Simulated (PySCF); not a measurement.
# Sm(59+): ionisation energy

Sm(59+) [He] 2s1 (2S) → Sm(60+) 1s2 (1S), as a difference of total energies. Calculation: PySCF 2.14, in an even-tempered Gaussian basis (19 s from 35 bohr⁻², ratio 2.2; 8 p from 54 bohr⁻², ratio 2.4; 5 d from 160 bohr⁻², ratio 2.4; 5 f from 240 bohr⁻², ratio 2.4; 4 g from 360 bohr⁻², ratio 2.4); the spin-free X2C one-electron Hamiltonian (Gaussian nucleus). Correlated levels: nothing frozen; virtual orbitals above 40 to 60 times the deepest correlated orbital energy dropped. The calculations carry no spin-orbit coupling.

```
                 method  ionisation energy (eV)  difference from reference (eV)
                    UHF                 13277.0                           +14.1
                    LDA                 13267.3                            +4.4
                    PBE                 13283.0                           +20.1
                   PBE0                 13281.6                           +18.8
                 r2SCAN                 13273.6                           +10.8
                  TPSSh                 13281.3                           +18.4
                   MN15                 13295.8                           +32.9
    MP2 (all electrons)                 13277.2                           +14.4
SCS-MP2 (all electrons)                 13277.2                           +14.4
```

Reference: 13262.85 ± 0.09 eV (theoretical estimate listed by NIST; NIST Atomic Spectra Database, ionization energies).

For this ion Breit and QED terms and the two-electron picture change, all absent here, outweigh the differences among the correlated methods.
